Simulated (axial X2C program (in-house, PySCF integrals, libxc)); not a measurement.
# Testing model relations on TbBr

A bond curve at the PBE0 level, two-component, was computed with an axial X2C code built on PySCF integrals (basis Tb dyall-cv3z [13s13p10d7f3g], Br dyall-cv3z [8s9p6d4f1g] (cores contracted in-house)) for the state Ω = 5 (⟨Sz⟩ = 2.97, ⟨Lz⟩ = 2.03 at PBE0). Its fit gives Re = 2.5649 Å, ωe = 223.4 cm⁻¹, ωexe = 0.551 cm⁻¹ and αe = 1.623e-04 cm⁻¹; the masses are 158.9253 and 78.9183 u. Two-component means X2C with spin–orbit coupling and atomic mean-field Coulomb and Gaunt terms.

**Question.** Find the reduced mass, Be and the force constant.

**Answer.** From the PBE0 values: μ = 52.7326 u. Be = 16.8576/(μ Re²) = 0.04859 cm⁻¹. k = 5.8918×10⁻⁷ μ ωe² = 1.55 mdyn/Å.

**Question.** A Morse curve ties αe to the other constants (Pekeris). How well does that hold?

**Answer.** αe(Morse) = 6Be²/ωe × (√(ωexe/Be) − 1) = 1.501e-04 cm⁻¹; the PBE0 curve gives 1.623e-04 cm⁻¹, a ratio of 0.93.

**Question.** Where do the fundamental and the first overtone lie?

**Answer.** ν(1←0) = ωe − 2ωexe = 222.3 cm⁻¹; ν(2←0) = 2ωe − 6ωexe = 443.5 cm⁻¹.

**Question.** Estimate the centrifugal constant by the Kratzer relation.

**Answer.** D = 4Be³/ωe² = 9.20e-09 cm⁻¹.

**Question.** The dipole moment p changes by 5.45 D/Å at Re. What harmonic infrared intensity follows?

**Answer.** I = 42.256 × (dp/dR)²/μ = 24 km/mol.

The state is one determinant whose occupation by symmetry is held fixed; it was picked as the lowest of a PBE0 search that is not exhaustive. Density functionals use the spin component along the axis (collinear). Other states lie close and PBE0, whose exact exchange favours high spin, may order them wrongly; the determinant shown need not be the ground state. The nearest other 2c determinant of the search, Ω = 6, lies 0.04 eV up at the distance of the search. Without a current term, density functionals place determinants with orbital angular momentum somewhat too high. With several unpaired electrons one determinant need not be a pure state. Open-shell Ω = 0 determinants with evenly filled partner blocks cannot be reached by this program, so the Ω shown need not be the lowest component.
